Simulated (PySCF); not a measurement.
Isomers of C7H7NO, one conformer each; single-point electronic energies without zero-point terms and without any empirical dispersion term.

All values: wB97X-D/pcSseg-2 (PySCF, non-relativistic), each on one gas-phase PBE0-D3(BJ)/def2-TZVP geometry that isn't relaxed in the solvent. The solvent is an IEF-PCM continuum (cavity from Bondi-type radii × 1.2). Only the electrostatic response of the medium enters.

| isomer | relative energy, gas (kcal/mol) | dipole (D) |
| --- | --- | --- |
| `CC(=O)c1cccnc1` | 0.0 | 0.91 |
| `CC(=O)c1ccncc1` | 1.1 | 2.54 |

Question: How do the relative energies look in chloroform (ε = 4.711)?

Answer: 
| isomer | relative energy, solvent (kcal/mol) | E(solvent) − E(gas) (kcal/mol) | dipole in solvent (D) |
| --- | --- | --- | --- |
| `CC(=O)c1cccnc1` | 0.0 | -5.5 | 1.16 |
| `CC(=O)c1ccncc1` | 1.1 | -5.5 | 3.28 |

The order is unchanged. Conformers: `[CH3:1][C:2](=[O:3])[c:4]1[cH:5][cH:6][cH:7][n:8][cH:9]1` with C1–C2–C4–C5 180°; `[CH3:1][C:2](=[O:3])[c:4]1[cH:5][cH:6][n:7][cH:8][cH:9]1` with C1–C2–C4–C5 179°. The gains span 0.0 kcal/mol, the gas-phase energies 1.1 kcal/mol.
